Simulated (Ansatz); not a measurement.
Na₁₁⁺. Charge 1, multiplicity 1. Geometry PBE/def2-SVP; atoms count from 1.

```xyz
11

Na   -0.2427   -0.8126    2.6338
Na   -1.6858    2.2905    1.4420
Na    1.7974   -1.5127   -0.0606
Na   -0.3041   -1.7138   -2.9238
Na   -1.0191   -3.7486    0.6019
Na   -0.1409    1.5605   -1.6617
Na    1.9085    1.6850    1.2673
Na    2.1971    4.3380   -1.6104
Na    3.4086    1.1797   -1.9945
Na   -2.3840   -0.6732   -0.2836
Na   -3.5348   -2.5925    2.5897
```

The restricted singlet is unstable towards broken spin symmetry in Hartree–Fock (as tested in another run); at PBE0/def2-TZVP this wasn't settled. The structure comes from a short search, and lower isomers may exist.

(1) Estimate the Mulliken populations from the PBE0/def2-TZVP orbitals of Ansatz.

(2) And the Mayer bond orders between bonded heavy atoms (over 0.3)?

Answers

(1) 
```csv
atom,charge (e)
Na1,0.15
Na2,0.01
Na3,0.11
Na4,-0.02
Na5,0.06
Na6,0.29
Na7,0.11
Na8,0.01
Na9,0.06
Na10,0.23
Na11,0.00
```
Mulliken values and Mayer orders depend strongly on the basis.

(2) Na5–Na11 0.50 (3.41 Å); Na8–Na9 0.55 (3.40 Å).
